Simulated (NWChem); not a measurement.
System: As cation, triplet

Input file for NWChem:

```
start job
memory heap 200 mb stack 900 mb global 1100 mb
charge 1
geometry units angstroms noautoz
  As     0.000000     0.000000     0.000000
end
basis spherical
  As library def2-tzvp
end
dft
  odft
  mult 3
  xc revpbe cpbe96
  iterations 150
  mulliken
end
task dft energy
```

The open p shell is one determinant without spherical averaging. No stability test was run on the SCF state.

Problem. Give the results of this calculation. (revPBE/def2-TZVP, spin-unrestricted.) Quantities: energy (Ha); highest occupied level (eV); lowest empty minus highest occupied level, either spin (eV); <S²>.

Solution. The energy (Ha) comes out as -2235.27. The highest occupied level (eV) is -14.03, the lowest empty minus highest occupied level, either spin (eV) is 0.19 and the <S²> is 2.00.
